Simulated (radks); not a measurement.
The vanadium anion V- inside a hard spherical wall (all orbitals vanish at R), configuration held at [Ar] 3d4 4s2 and not refilled when levels cross. Calculated with a radial shooting solver on a logarithmic mesh with Libxc functionals: non-relativistic Kohn-Sham, LDA (Slater exchange, Perdew-Wang correlation), spin-polarised, spherical densities, point nucleus; open shells are filled with parallel spins first. Eigenvalues in eV for spin up, with the zero of energy where the potential of the charges vanishes at infinity; a dash marks a level that is unbound or too diffuse for the functional's potential to be trusted. A positive occupied level is held by the wall or, in an anion where self-interaction has pushed it up, behind a barrier. The pressure on the wall is -dE/dV.

R (bohr) = 15: E (hartree) -941.80367; kinetic (hartree) 940.509; e(3s) -60.719; e(3p) -35.897; e(4s) 0.338; e(3d) 1.662; e(4p, empty) 2.378; e(5s, empty) 2.879; pressure (GPa) 0.00479
R (bohr) = 10: E (hartree) -941.79349; kinetic (hartree) 940.550; e(3s) -60.021; e(3p) -35.198; e(4s) 0.891; e(3d) 2.338; e(4p, empty) 3.382; e(5s, empty) 5.811; pressure (GPa) 0.143
R (bohr) = 8: E (hartree) -941.76861; kinetic (hartree) 940.643; e(3s) -59.051; e(3p) -34.228; e(4s) 1.686; e(3d) 3.253; e(4p, empty) 4.603; e(5s, empty) 9.521; pressure (GPa) 0.833
R (bohr) = 3: E (hartree) -939.25198; kinetic (hartree) 947.888; e(3s) -37.614; e(3p) -13.246; e(4s) 36.075; e(3d) 24.708; e(4p, empty) 46.484; e(5s, empty) 121.92; pressure (GPa) 867
R (bohr) = 2.5: E (hartree) -936.59324; kinetic (hartree) 955.610; e(3s) -26.632; e(3p) -2.143; e(4s) 65.372; e(3d) 37.499; e(4p, empty) 78.602; e(5s, empty) 198.36; pressure (GPa) 3060
R (bohr) = 2: E (hartree) -929.36707; kinetic (hartree) 976.002; e(3s) -4.497; e(3p) 21.155; e(4s) 134.46; e(3d) 64.171; e(4p, empty) 150.11; e(5s, empty) 358.44; pressure (GPa) 14100
